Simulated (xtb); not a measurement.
xtb input:

```bash
xtb mol.xyz --gfn 1 --sp --chrg -1 --uhf 0
```
mol.xyz:
```
7

N      1.33529425    -1.80438257    -0.27956704
B      0.15751274    -1.19096296    -0.19030863
N     -1.21214463    -1.66184328    -0.28943559
Br    -0.01646779     1.00666503     0.14626948
H      2.16646765    -1.23435854    -0.22827383
H     -1.31762360    -2.65463261    -0.13683684
H     -1.92208217    -1.12588935     0.18024054
```

Question: What final total energy does it print?

Answer: -13.57008 Eh (GFN1-xTB).

It need not be the lowest isomer of its formula. Whether it binds its extra electron was not tested at this geometry.
